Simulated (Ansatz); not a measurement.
## KCl: state-averaged CASSCF

Computed with Ansatz's Gaussian-basis code (development build). State-averaged CASSCF with equal weights; occupations are averaged over the states; levels count from the state that is lowest in CASSCF. A minimal or small basis: far from the basis limit. No symmetry is imposed, so a solution can break that of the shape. Lower solutions, or ones in other orbitals, may exist. CASSCF levels without dynamic correlation can be off by over 1 eV. The average may hold one member of a degenerate pair alone.

Geometry: bond length 2.6670 Å.

Basis def2-SVP, nonrelativistic, 10 orbitals frozen in the corrections; active space CAS(6,7). Averaged: 2 singlets.

CASSCF levels: singlet 0.00, singlet 4.00 eV.

(1) How does SC-NEVPT2 move them?

Geometry: bond length 4.0005 Å. A bond is stretched, to 1.31 times the sum of the covalent radii.

Basis def2-SVP, nonrelativistic, 10 orbitals frozen in the corrections; active space CAS(6,7). Averaged: 2 singlets.

(2) Give the levels in order.

Results:

(1) singlet 0.00, singlet 4.09 eV, in the same order of listing. The lowest state stays.

(2) 

```csv
state,CASSCF (eV),SC-NEVPT2 (eV)
singlet,0.000,0.000
singlet,1.899,2.088
```

Occupations: 1.98, 1.97, 1.50, 0.52, 0.01, 0.01, 0.01.
